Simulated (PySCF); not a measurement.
C₁₁H₈O₂, SMILES O=C(c1ccccc1)c1ccco1, GFN2-xTB optimised geometry.

```
21

O     -1.85    -0.96     0.57
C     -1.25    -0.07    -0.01
C      0.23     0.00    -0.02
C      0.93    -1.20     0.00
C      2.32    -1.20     0.00
C      3.01     0.00     0.00
C      2.31     1.20     0.01
C      0.93     1.20    -0.01
C     -1.99     0.96    -0.74
C     -3.35     1.16    -0.78
C     -3.57     2.24    -1.66
C     -2.33     2.60    -2.11
O     -1.38     1.84    -1.56
H      0.38    -2.13     0.01
H      2.86    -2.14     0.01
H      4.09     0.00     0.00
H      2.85     2.13     0.02
H      0.40     2.14     0.02
H     -4.09     0.61    -0.23
H     -4.50     2.68    -1.93
H     -2.01     3.37    -2.79
```

Density from B3LYP/def2-SVP run with PySCF at that geometry.

Minimum of the electron density along straight lines between bonded atoms, close to the bond critical point (lines longer than 1.1 times the sum of covalent radii, or with two minima, are not listed):

```
bond     length / Å  ρ at the minimum / e bohr⁻³  ∇²ρ there / e bohr⁻⁵  position (fraction from the first atom)
-------  ----------  ---------------------------  --------------------  ---------------------------------------
O1–C2         1.218                        0.403                  0.26                                     0.67
C2–C3         1.485                        0.271                 -0.67                                     0.51
C3–C4         1.394                        0.309                 -0.78                                     0.50
C4–C5         1.381                        0.316                 -0.83                                     0.50
C5–C6         1.386                        0.314                 -0.82                                     0.50
C6–C7         1.385                        0.314                 -0.82                                     0.50
C3–C8         1.392                        0.309                 -0.78                                     0.50
C7–C8         1.383                        0.315                 -0.82                                     0.50
C2–C9         1.464                        0.279                 -0.70                                     0.49
C9–C10        1.378                        0.320                 -0.82                                     0.51
C10–C11       1.407                        0.299                 -0.73                                     0.50
C11–C12       1.366                        0.326                 -0.84                                     0.48
C9–O13        1.355                        0.282                  0.02                                     0.33
C12–O13       1.334                        0.296                  0.09                                     0.33
C4–H14        1.080                        0.286                 -1.12                                     0.64
C5–H15        1.080                        0.284                 -1.08                                     0.63
C6–H16        1.080                        0.285                 -1.09                                     0.63
C7–H17        1.080                        0.284                 -1.08                                     0.63
C8–H18        1.079                        0.287                 -1.11                                     0.63
C10–H19       1.070                        0.289                 -1.15                                     0.64
C11–H20       1.071                        0.287                 -1.12                                     0.64
C12–H21       1.073                        0.292                 -1.19                                     0.65
```
